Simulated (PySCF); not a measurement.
First SCF of a structure search on singlet PtS₂, at a hand-made linear geometry. PySCF input:

```python
from pyscf import gto, scf, dft
mol = gto.M(atom='''
Pt     0.000000     0.000000     0.000000
S      0.000000     0.000000     2.060000
S      0.000000     0.000000    -2.060000''',
    basis={'Pt': 'def2-SVP', 'S': 'def2-SVP'},
    ecp={'Pt': 'def2-SVP'},
    charge=0, spin=0)
mf = dft.RKS(mol, xc='PBE0')
mf.grids.atom_grid = (50, 194)
aux = {'Pt': 'def2-universal-JKFIT', 'S': 'def2-universal-JKFIT'}
mf = mf.density_fit(auxbasis=aux)
mf.conv_tol = 1e-08
mf.diis_space = 10
mf.max_cycle = 60
mf.init_guess = 'minao'
mf.verbose = 4
mf.kernel()
```

Excerpt of the output (cycles and frontier levels):

```
init E= -903.781123326771
  HOMO = -0.613521486270688  LUMO = -0.553997702418193  gap/eV = 1.61972
cycle= 1 E= -914.396187738885  delta_E= -10.6  |g|= 1.57  |ddm|= 8.52
cycle= 2 E= -902.230429831987  delta_E= 12.2  |g|= 4.95  |ddm|= 14.7
  HOMO = -0.345963566934987  LUMO = -0.241923198406698  gap/eV = 2.83108
cycle= 3 E= -915.075707140392  delta_E= -12.8  |g|= 0.582  |ddm|= 14.3
  HOMO = -0.318184096213018  LUMO = -0.201906426271373  gap/eV = 3.16408
cycle= 4 E= -915.172934496171  delta_E= -0.0972  |g|= 0.111  |ddm|= 0.716
  HOMO = -0.307133000837211  LUMO = -0.179103748485764  gap/eV = 3.48385
cycle= 5 E= -915.175277239565  delta_E= -0.00234  |g|= 0.0568  |ddm|= 0.164
  HOMO = -0.30915137896384  LUMO = -0.184687506406742  gap/eV = 3.38683
cycle= 6 E= -915.17613890224  delta_E= -0.000862  |g|= 0.0143  |ddm|= 0.06
  HOMO = -0.307630005742136  LUMO = -0.183564929347058  gap/eV = 3.37598
cycle= 7 E= -915.176193150582  delta_E= -5.42e-05  |g|= 0.00227  |ddm|= 0.0133
  HOMO = -0.307485234445973  LUMO = -0.183444708130881  gap/eV = 3.37531
cycle= 8 E= -915.176194290226  delta_E= -1.14e-06  |g|= 0.000509  |ddm|= 0.00169
  HOMO = -0.307444697244551  LUMO = -0.183427626112898  gap/eV = 3.37468
cycle= 9 E= -915.176194348415  delta_E= -5.82e-08  |g|= 0.000193  |ddm|= 0.000402
  HOMO = -0.307431469117395  LUMO = -0.183424595148062  gap/eV = 3.37440
cycle= 10 E= -915.176194357492  delta_E= -9.08e-09  |g|= 1.49e-05  |ddm|= 0.000184
  HOMO = -0.307427311316154  LUMO = -0.183422551670669  gap/eV = 3.37434
Extra cycle  E= -915.176194356981  delta_E= 5.12e-10  |g|= 4.76e-05  |ddm|= 6.18e-05
converged SCF energy = -915.176194356981
```

No lower solution of this spin was found from smeared starts or by a stability analysis within the restricted form, which does not test spin polarisation.

At the minimum of this search the closed-shell solution is unstable towards spin polarisation, so a lower open-shell solution exists. Spin–orbit coupling, left out here, can matter for elements this heavy.

The search for the lowest solution, 3 starts and the stability check together, took of the order of 11 core-seconds on a shared host.
